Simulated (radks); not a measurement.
Correlation energies from several functionals, in hartree. Species: He [He]; Kr [Kr]; K4+ [Ne] 3s2 3p3; Ga+ [Ar] 3d10 4s2. Calculated with a radial shooting solver on a logarithmic mesh with Libxc functionals: non-relativistic Kohn-Sham, PBE, spin-polarised, spherical densities, point nucleus. Every spin shell is full or empty, so the densities are truly spherical. Functionals are evaluated on that one density, not self-consistently.

functional,He,Kr,K4+,Ga+
PW92,-0.11173,-3.2686,-1.2617,-2.7139
VWN5,-0.11212,-3.2833,-1.2682,-2.7267
PZ,-0.11155,-3.2668,-1.2547,-2.7101
Wigner,-0.095548,-1.9084,-0.71596,-1.5957
PBE,-0.041064,-1.7639,-0.57326,-1.4311
PBEsol,-0.051601,-2.0139,-0.67496,-1.6411
LYP,-0.043690,-1.7493,-0.63292,-1.4571
P86,-0.042972,-2.0059,-0.65935,-1.6283
OP (B88),-0.051122,-1.6891,-0.60547,-1.4037
SCAN,-0.037704,-1.7592,-0.57419,-1.4501
r2SCAN,-0.037704,-1.7733,-0.57998,-1.4596
B95,-0.041619,-2.1117,-0.69787,-1.7215
